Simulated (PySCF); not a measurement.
ClH₆NSi₃, SMILES [SiH2]1N[SiH2][SiH]1Cl.

Geometry optimised at PBE-D3(BJ)/def2-SVP. The structure was generated by enumeration, and PubChem lists no compound with its InChIKey, so it may never have been made.

Computed with PBE-D3(BJ)/def2-SVP (PySCF).

Frequencies are harmonic and unscaled.

Computed normal modes with their intensities:
```tsv
mode	ν (cm⁻¹)	IR (km/mol)	moving atoms (share of kinetic energy)
1	60	0.2	N 41 %, Cl 21 %, H 19 %, Si 19 %
2	121	0.8	Si 55 %, Cl 32 %, H 13 %
3	139	0.8	Si 39 %, H 28 %, Cl 21 %, N 13 %
4	318	0.4	Si 63 %, N 16 %, H 11 %, Cl 10 %
5	390	0.1	Si 60 %, H 40 %
6	392	8.1	Si 58 %, H 25 %, Cl 12 %
7	439	4.3	H 62 %, Si 37 %
8	441	74.2	H 84 %, Si 10 %
9	476	21.1	H 66 %, Si 32 %
10	555	59.3	Si 57 %, Cl 31 %, H 11 %
11	590	17.3	H 85 %, Si 14 %
12	662	63.1	H 75 %, N 17 %
13	664	0.1	H 92 %
14	678	11.5	H 44 %, N 36 %, Si 20 %
15	692	15.2	H 80 %, Si 17 %
16	745	129.4	H 88 %, Si 10 %
17	832	112.2	N 42 %, H 39 %, Si 19 %
18	853	227.0	H 61 %, Si 21 %, N 19 %
19	932	224.7	H 97 %
20	967	9.4	H 89 %
21	1082	85.4	H 69 %, N 29 %
22	2123	249.8	H 98 %
23	2127	160.2	H 96 %
24	2131	29.1	H 96 %
25	2135	91.8	H 97 %
26	2158	99.1	H 97 %
27	3499	27.0	H 93 %
```
